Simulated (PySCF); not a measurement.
B3LYP has the VWN-RPA correlation part, as in Gaussian. Excitations are Tamm–Dancoff values on a coarser integration grid. The basis has no diffuse functions, so Rydberg states are missing or too high.

Z-matrix (Å, degrees):
```
C
C 1 1.3340
O 1 1.3508 2 141.02
H 3 0.9647 1 109.72 2 0.00
H 2 1.0777 1 141.53 3 0.00
O 2 1.4141 5 122.04 1 180.00
C 6 1.4720 2 87.28 5 180.00
H 7 1.0898 6 110.83 2 117.90
H 7 1.0898 8 111.38 6 -123.89
```
Charge 0, multiplicity 1.

Q: What dipole moment, S1 oscillator strength, brightest of the four lowest singlets (TDA), S1–T1 gap (TDA), HOMO–LUMO gap, LUMO, total energy and T1 excitation (TDA) does B3LYP-D3(BJ)/def2-TZVP (PySCF 2.14.0) give?

A: 
```json
{
  "dipole_moment": "1.88 D",
  "S1 oscillator strength": "0.002",
  "brightest of the four lowest singlets (TDA)": "6.31 eV",
  "S1–T1 gap (TDA)": "0.86 eV",
  "HOMO–LUMO gap": "5.94 eV",
  "LUMO": "0.26 eV",
  "total_energy": "-267.2030 Ha",
  "T1 excitation (TDA)": "3.93 eV"
}
```
